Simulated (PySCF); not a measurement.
Species: `C=N[SiH2]F`. The columns A, B, C and D hold Mulliken, IAO, Hirshfeld and ESP-fitted charges (e) of one PBE0/pcSseg-1 density (PySCF), in a shuffled order. Coordinates in Å (GFN2-xTB); the density's dipole moment is (1.94, -1.03, 2.18) D.

```json
{"atom": "C1", "x": "1.539", "y": "-0.311", "z": "-0.163", "A": "+0.073", "B": "+0.292", "C": "+0.041", "D": "-0.059"}
{"atom": "N2", "x": "0.472", "y": "0.275", "z": "-0.427", "A": "-0.554", "B": "-0.580", "C": "-0.231", "D": "-0.528"}
{"atom": "Si3", "x": "-1.140", "y": "0.268", "z": "0.162", "A": "+0.978", "B": "+0.851", "C": "+0.449", "D": "+1.195"}
{"atom": "F4", "x": "-2.006", "y": "0.195", "z": "-1.187", "A": "-0.428", "B": "-0.328", "C": "-0.211", "D": "-0.540"}
{"atom": "H5", "x": "2.437", "y": "-0.056", "z": "-0.720", "A": "+0.119", "B": "+0.032", "C": "+0.055", "D": "+0.146"}
{"atom": "H6", "x": "1.657", "y": "-1.085", "z": "0.602", "A": "+0.099", "B": "+0.022", "C": "+0.048", "D": "+0.111"}
{"atom": "H7", "x": "-1.613", "y": "-0.856", "z": "0.958", "A": "-0.153", "B": "-0.147", "C": "-0.079", "D": "-0.172"}
{"atom": "H8", "x": "-1.337", "y": "1.580", "z": "0.751", "A": "-0.134", "B": "-0.142", "C": "-0.073", "D": "-0.151"}
```

Problem. Which column most likely holds the ESP-fitted charges?

Solution. B. Σ q r misses the density's dipole by 0.07 D (B), 0.86 D (A), 1.14 D (C), 1.49 D (D). Charges fitted to the outside potential are the only set here that is tied to the molecule's multipoles.

Problem. And the Hirshfeld charges?

Solution. C. The mean sizes are 0.148 e (C), 0.299 e (B), 0.317 e (A), 0.363 e (D), and Hirshfeld charges are commonly the smallest of these schemes.

As computed, A = Mulliken, B = ESP-fitted, C = Hirshfeld, D = IAO. Hydrogens on carbon: Mulliken +0.10 to +0.12, ESP-fitted +0.02 to +0.03, Hirshfeld +0.05 to +0.05, IAO +0.11 to +0.15 e.

The ESP scheme is a least-squares fit of atom-centred charges to the potential on four shells outside the van der Waals surface, with the total charge fixed. The Mulliken scheme counts on each atom the diagonal of the density matrix times the overlap matrix over that atom's basis functions.

Geometry: GFN2-xTB, one conformer, isolated molecule.

The values belong to the conformer `[CH2:1]=[N:2][SiH2:3][F:4]`: C1–N2–Si3–F4 -134°.
